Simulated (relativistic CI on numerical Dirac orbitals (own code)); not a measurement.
Nb III: what numerical and physical settings do to a radial Dirac CI calculation

Reference input:

```
atom Nb  Z=41  charge=2  electrons=39
nucleus A=93  rms_radius_fm=4.3240
hamiltonian dirac-coulomb  breit=on  qed=on  c_scale=1
orbitals kli  potential=per-configuration
slater_scale 1
correlation none
mixing on
grid step=0.0125 r_max=67.1
scf mixing=0.4 start=green max_iterations=150 tolerance=2e-08 node_fill=0.05
configurations
  [Kr] 4d3
  [Kr] 4d2 5s
end
```

Computed lowest total energy -3813.81900 Ha, first excitation 446.1 cm⁻¹, 22 SCF steps. Runs with settings changed; * marks those that are bad on purpose (the QED terms keep the true α when c is scaled):

| Changed | Outcome | Lowest level | ΔE (Ha) | First excitation (cm⁻¹) | SCF steps | Message |
| --- | --- | --- | --- | --- | --- | --- |
| speed of light × 2 | converged | 4d3 4F_3/2 | 47 | 110.5 | 23 |  |
| QED terms off, start potential thomas-fermi, SCF tolerance 1e-10 | converged | 4d3 4F_3/2 | -1.49 | 444.2 | 27 |  |
| SCF mixing 0.7, speed of light × 10, grid step 0.03 | converged | 4d3 4F_3/2 | 61.4 | 4.5 | 20 |  |
| SCF mixing 0.2 | converged | 4d3 4F_3/2 | 3.93e-10 | 446.1 | 28 |  |
| configuration list: no such shell * | refused |  |  |  | 0 | configuration [Kr] 4d2 2d: l must be smaller than n |
| Slater scale 5 * | converged | 4d3 4F_3/2 | -0.251 | 503.0 | 22 |  |

With so few configurations and no correlation, terms lie too far apart (by 10 to 50 % near neutrality), their order can be wrong, and levels of other configurations are missing.
